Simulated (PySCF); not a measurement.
How methods differ on the ionisation energy of Ag

Ag [Kr] 4d10 5s1 (2S) → Ag⁺ [Kr] 4d10 (1S), as a difference of total energies. Computed with PySCF 2.14 in cc-pVDZ-PP with ECP28MDF, with a scalar-relativistic core potential. Correlated levels: valence: 4s2 4p6 frozen. The calculations carry no spin-orbit coupling.

```json
{"method": "UHF", "ionisation energy (eV)": "6.356"}
{"method": "r2SCAN", "ionisation energy (eV)": "7.873"}
{"method": "TPSS", "ionisation energy (eV)": "7.782"}
{"method": "MP2 (valence)", "ionisation energy (eV)": "7.084"}
{"method": "SCS-MP2 (valence)", "ionisation energy (eV)": "6.967"}
{"method": "CCSD (valence)", "ionisation energy (eV)": "7.021"}
{"method": "CCSD(T) (valence)", "ionisation energy (eV)": "7.073"}
```

Errors of the correlated levels include the incompleteness of this basis and the frozen core.

Question: Which method comes closest to the reference value, and which is furthest?

Answer: The reference is 7.576 eV (measured; NIST Atomic Spectra Database, ionization energies). Closest: TPSS (error 0.206 eV); furthest: UHF (error -1.220 eV).
